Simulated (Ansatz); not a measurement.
One change: `[AlH2][NH]P[SiH3]` becomes `[SiH3]P[NH][GaH2]`.

Ansatz, PBE0-D4/def2-TZVP geometries, multiplicity 1. Each molecule was computed in one conformer, which needn't be the lowest.

Scalar relativity is left out up to krypton.

```json
{"property": "size of the dipole moment (PBE/def2-TZVPP) / D", "`[AlH2][NH]P[SiH3]`": "1.23"}
{"property": "HOMO–LUMO gap (PBE/def2-TZVPP) / eV", "`[AlH2][NH]P[SiH3]`": "4.10"}
{"property": "size of the dipole moment (B3LYP/def2-TZVPP) / D", "`[AlH2][NH]P[SiH3]`": "1.19"}
{"property": "LUMO energy (PBE0/def2-TZVPP) / eV", "`[AlH2][NH]P[SiH3]`": "-1.04"}
{"property": "HOMO energy (PBE0/def2-TZVPP) / eV", "`[AlH2][NH]P[SiH3]`": "-6.97"}
{"property": "LUMO energy (PBE/def2-TZVPP) / eV", "`[AlH2][NH]P[SiH3]`": "-1.81"}
```

(1) Give the same properties after the change, and the shifts. (Estimate.)

## Answers

(1) The calculation gave: 
```tsv
property	`[SiH3]P[NH][GaH2]`	shift
size of the dipole moment (PBE/def2-TZVPP) / D	0.96	-0.27
HOMO–LUMO gap (PBE/def2-TZVPP) / eV	3.52	-0.58
size of the dipole moment (B3LYP/def2-TZVPP) / D	0.98	-0.21
LUMO energy (PBE0/def2-TZVPP) / eV	-1.27	-0.23
HOMO energy (PBE0/def2-TZVPP) / eV	-6.60	0.37
LUMO energy (PBE/def2-TZVPP) / eV	-2.05	-0.24
```

With PBE0 the HOMO rises by 0.37 eV and the LUMO falls by 0.23 eV, so the gap narrows by about 0.60 eV. PBE moves the HOMO by 0.34 eV and ωB97M-V by 0.39 eV. Dipoles are sizes alone; their direction can turn.

Positive LUMOs are unbound, so they and the gaps depend on the basis.

B3LYP here is the variant with VWN-RPA as its local correlation; programs differ in this.
